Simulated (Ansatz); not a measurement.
A nudged elastic band was laid between two geometries of C₃H₁₀AlNSi (16 atoms, charge 0, multiplicity 1).

All numbers below come from Ansatz 0.2.0, RHF/STO-3G.

| Property | Result |
| --- | --- |
| movable images | 7 |
| climbing image | yes |
| spring | 5.0 eV/Å² |
| optimiser | lbfgs |
| start path | IDPP |
| force threshold | 0.03 eV/Å |
| iteration limit | 60 |
| end points | relaxed |

First end point:

```xyz
16
Properties=species:S:1:pos:R:3
C 0.351 -0.446 1.825
N 0.739 -0.014 0.477
C 1.405 -1.045 -0.376
Al 1.151 -0.063 -2.000
Si -0.168 1.083 -0.576
C -2.022 0.815 -0.509
H 1.214 -0.828 2.375
H -0.409 -1.236 1.830
H -0.050 0.397 2.390
H 2.419 -1.250 -0.027
H 0.876 -2.003 -0.342
H 1.685 -0.161 -3.373
H 0.036 2.437 -0.162
H -2.532 1.465 -1.210
H -2.299 -0.203 -0.753
H -2.420 1.030 0.475
```

Last end point:

```xyz
16
Properties=species:S:1:pos:R:3
C 0.325 -0.627 1.775
N 0.744 -0.209 0.432
C 1.105 -1.310 -0.514
Al 1.013 -0.191 -2.066
Si 0.062 1.129 -0.507
C -1.800 1.277 -0.344
H 0.165 0.247 2.408
H 1.095 -1.240 2.250
H -0.602 -1.212 1.783
H 2.056 -1.769 -0.238
H 0.365 -2.117 -0.498
H 1.450 -0.318 -3.470
H 0.586 2.373 -0.035
H -2.183 2.063 -0.984
H -2.310 0.362 -0.617
H -2.094 1.519 0.669
```

Which bonds break or form, and what moves?

No bond is made or broken. The dihedral H9–C1–N2–C3 goes from 175 to -64°. The two ends are copies of one structure, up to a mirror image or an exchange of like atoms.

What energy profile does the band end with?

It converged. The highest image is number 4 of 0 to 8, 0.076 eV above the ends, which have the same energy within 2 meV. The profile has 2 maxima (images 1, 4) with wells between them (image 2): this band takes more than one step, which may be the mechanism or a detour left from its start path. Another band between the same ends (7 images) ends at a top of the same energy, where a vibrational analysis finds 1 clearly imaginary mode. Limits of this set-up: minimal basis.

```
image  path coordinate (Å)  energy (eV)  dihedral H9–C1–N2–C3 (°)
    0                 0.00        0.000                       175
    1                 0.82        0.021                      -179
    2                 1.65        0.004                       178
    3                 2.47        0.017                      -157
    4                 3.29        0.076                      -119
    5                 3.61        0.063                      -103
    6                 3.93        0.035                       -89
    7                 4.24        0.009                       -76
    8                 4.56        0.000                       -64
```

What is the geometry of the highest image?


```xyz
16
Properties=species:S:1:pos:R:3:forces:R:3
C 0.310 -0.660 1.822 0.00 0.00 0.00
N 0.450 -0.377 0.392 0.00 0.00 0.00
C 1.150 -1.350 -0.487 0.00 0.00 0.00
Al 0.985 -0.254 -2.051 -0.01 0.00 0.00
Si -0.007 1.056 -0.509 0.01 -0.01 -0.02
C -1.846 1.401 -0.435 0.00 0.01 0.01
H 0.777 0.109 2.446 0.00 0.00 0.00
H 0.785 -1.609 2.071 0.00 0.00 0.00
H -0.737 -0.731 2.135 0.00 0.00 0.00
H 2.169 -1.551 -0.141 0.00 0.00 0.00
H 0.645 -2.320 -0.505 0.00 0.00 0.00
H 1.386 -0.404 -3.464 0.00 0.00 0.00
H 0.619 2.227 0.029 -0.01 0.00 0.01
H -2.107 2.248 -1.058 0.00 0.00 0.00
H -2.436 0.558 -0.772 0.00 0.00 0.00
H -2.167 1.636 0.572 0.00 0.00 0.00
```

Run time: 6.6 min on 1 thread of Arm Neoverse V1, with other jobs on the host, peak memory 0.11 GiB.
